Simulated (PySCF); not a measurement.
Simulation results for F₂H₂Si₂, CH₄AlBSi

Computed with PySCF 2.14.0. Calculation on a computer-drawn molecule: optimised geometry and harmonic frequencies of an isolated molecule of the commonest isotopes, restricted reference for singlets and unrestricted otherwise, frozen core in MP2.

Common to all runs: charge 0; multiplicity 1; method HF; basis cc-pV(D+d)Z.

(1) F₂H₂Si₂

Start structure:
```xyz
6
F2H2Si2
F     -2.0577    -2.7212    -3.4725
Si    -2.4005    -1.2100    -4.1032
Si    -1.2702     0.1618    -2.6574
F     -0.9863     1.4054    -3.7310
H      0.0013     0.1887    -1.9875
H     -2.1850     0.8744    -1.8305
```

The calculation gives: rotational constants 12.16, 2.101, 1.829 GHz; total energy -777.9723 hartree; convergence status largest gradient component 4.034e-05 hartree/bohr.

Drawn bonds:
```csv
atom,other atom,order
1,2,1
2,3,1
3,4,1
3,5,1
3,6,1
```

Optimised structure:
```xyz
6
F2H2Si2
F     -2.2369    -2.5196    -3.1238
Si    -2.1060    -1.3989    -4.3117
Si    -1.2809     0.3284    -2.7990
F     -1.0101     1.6941    -3.6419
H     -0.0002    -0.0576    -2.1647
H     -2.2643     0.6527    -1.7411
```

Modes:
```csv
frequency (cm⁻¹),reduced mass (dalton)
55.1,6.884
119,10.35
229.4,17.48
383.9,1.211
452.5,10.77
784.2,1.11
835.2,12.86
861.3,5.754
935.9,1.353
1017,1.078
2309,1.03
2313,1.052
```

(2) CH₄AlBSi

Start structure:
```xyz
8
CH4AlBSi
B     -1.5008     2.9082     0.3956
C     -0.9323     1.6022     0.2646
Al    -0.6691     0.3155     1.8304
Si    -0.5122     0.6541    -1.2731
H     -1.9526     3.9262     0.6236
H      0.5755     1.2438    -1.9519
H     -0.0486    -0.7152    -0.7840
H     -1.6649     0.4160    -2.1780
```

It finds rotational constants 7.117, 3.113, 2.221 GHz; total energy -595.6903 hartree; convergence status largest gradient component 2.123e-06 hartree/bohr.

Drawn bonds:
```csv
atom,other atom,order
1,2,2
2,3,1
2,4,1
1,5,1
4,6,1
4,7,1
4,8,1
```

Optimised structure:
```xyz
8
CH4AlBSi
B     -1.4748     2.7996     0.4273
C     -0.9841     1.5397     0.2523
Al    -0.7533     0.5510     1.9675
Si    -0.5074     0.6153    -1.2758
H     -1.8998     3.8702     0.6708
H      0.5902     1.2818    -2.0152
H     -0.0257    -0.7414    -0.8980
H     -1.6501     0.4346    -2.2017
```

Modes:
```csv
frequency (cm⁻¹),reduced mass (dalton)
67.98,1.095
132.4,4.923
154,3.505
194.6,3.475
479.4,6.516
707.5,2.642
722,1.192
771.2,1.474
799.6,1.328
919.3,1.871
1034,1.054
1037,1.043
1048,1.068
1649,6.323
2261,1.044
2294,1.051
2307,1.023
2928,1.14
```
